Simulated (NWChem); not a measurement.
System: diiodomethane (CH₂I₂); SMILES ICI

Here is an NWChem input.

```
start job
memory heap 200 mb stack 900 mb global 1100 mb
geometry units angstroms noautosym nocenter noautoz
  I      1.813414     0.000000     0.076257
  C      0.000000     0.000000    -1.056251
  I     -1.813414     0.000000     0.076257
  H      0.000000     0.902932    -1.674573
  H      0.000000    -0.902932    -1.674573
end
basis spherical
  * library def2-svp
end
ecp
  I library def2-ecp
end
dft
  xc xpbe96 cpbe96
  iterations 150
end
cosmo
  dielec 2.4
end
task dft energy
```

All runs use the structure optimised with PBE0/def2-SVP. No frequency run checked for a minimum. def2 effective core potentials on I; no spin-orbit coupling.

Level: PBE/def2-SVP with COSMO at NWChem's default radii, gas-phase geometry; the question gives the dielectric constant.

### Question
Predict the main results of this run. (PBE/def2-SVP with def2 effective core potentials on I, COSMO on the gas-phase geometry.) Quantities: electrostatic solvation energy (kcal/mol); dipole in solution (D).

### Answer
```json
{
 "electrostatic solvation energy (kcal/mol)": "-1.8",
 "dipole in solution (D)": "1.32"
}
```
